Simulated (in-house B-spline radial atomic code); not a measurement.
A calculation on the tungsten ion W⁸⁺: its settings, and results tabulated from the run. All numbers are computed (scalar-relativistic (X2C) wB97X, spin-polarised, spherical fractional occupations; Fermi nucleus of rms radius 5.3658 fm) with an all-electron radial atomic-structure program (B-spline basis), not measured.

Command:
```bash
python run_scf.py task.json out
```
Settings (nuclear radius in fm, mass in u):
```
Z                74
configuration    [Kr] 4d10 4f14 5s2 5p4
hamiltonian      x2c
method           wb97x
spin_polarised   True
nucleus          fermi
rms_radius       5.3658
atomic_mass      183.95093
speed_of_light   137.035999084
```

Output (hartree, bohr):
```
 radial grid: 66 intervals, B-splines of order 8, outer radius 16.6667 bohr

 iter        energy (Eh)    residual
    1      -16092.002555    1.03e+00
    2      -16099.287802    1.43e+00
    3      -16126.830400    1.72e-01
    4      -16127.128375    6.72e-02
    5      -16127.174388    1.82e-02
    6      -16127.176336    5.49e-03
    7      -16127.176835    2.22e-03
    8      -16127.176904    1.13e-04
    9      -16127.176904    6.43e-06
   10      -16127.176904    5.77e-07

 total energy                    -16127.17690
 kinetic                           18180.4445
 electron-nucleus                 -40014.5347
 Hartree                            6032.4914
 exact exchange                      -59.6368
 exchange-correlation               -265.9412

 orbital      occ     eigenvalue          <r>       <r^2>       <1/r>       r_max
 1s up      1.000     -2553.5458    0.0175424 0.000431402     95.5461     0.01051
 1s down    1.000     -2553.5355    0.0175424 0.000431399     95.5463     0.01051
 2s up      1.000      -445.3304    0.0767586  0.00703223     22.3142      0.0655
 2s down    1.000      -445.3250    0.0767583  0.00703216     22.3141      0.0655
 2p up      3.000      -391.3272    0.0688749  0.00581265     18.7013     0.05329
 2p down    3.000      -391.3176    0.0688755  0.00581274     18.7011      0.0533
 3s up      1.000      -106.4093     0.200474   0.0460933     8.03017      0.1854
 3s down    1.000      -106.4030     0.200475    0.046093     8.02987      0.1854
 3p up      3.000       -90.2849     0.200488   0.0467128     7.06813      0.1831
 3p down    3.000       -90.2765     0.200493   0.0467147     7.06778      0.1831
 3d up      5.000       -71.1195     0.182299   0.0389607      6.5844      0.1493
 3d down    5.000       -71.1131       0.1823   0.0389607     6.58435      0.1493
 4s up      1.000       -25.7115     0.449656    0.228472     3.32586      0.4212
 4s down    1.000       -25.6978     0.449663    0.228444     3.32515      0.4212
 4p up      3.000       -20.3794     0.477123    0.259123     2.94069      0.4409
 4p down    3.000       -20.3642     0.477079    0.259015     2.94022      0.4411
 4d up      5.000       -13.4487     0.511328    0.302937     2.59331      0.4529
 4d down    5.000       -13.4341      0.51059    0.301882     2.59592       0.453
 4f up      7.000        -5.7981     0.590366    0.428008     2.11409      0.4286
 4f down    7.000        -5.7737     0.586637    0.422021     2.12354      0.4282
 5s up      1.000        -7.3289      1.02735     1.17698     1.32559      0.9513
 5s down    1.000        -7.1871      1.02667     1.17667     1.32937       0.948
 5p up      3.000        -5.8527      1.14552     1.46595     1.15127       1.054
 5p down    1.000        -5.5058      1.15332     1.48792     1.14394       1.057
```

Time taken, with all properties: 1.8 s on 1 thread of Arm Neoverse V2, on a shared host.

Caution: exact exchange at fractional occupations of open shells leaves self-interaction of up to several eV.

One-electron X2C: radii and densities carry no picture-change correction, so inner-shell <1/r> comes out high (for 1s by about 2 % at Z = 33, 5 % at 54, 10 % at 75, 30 % at 118) and <r> low.
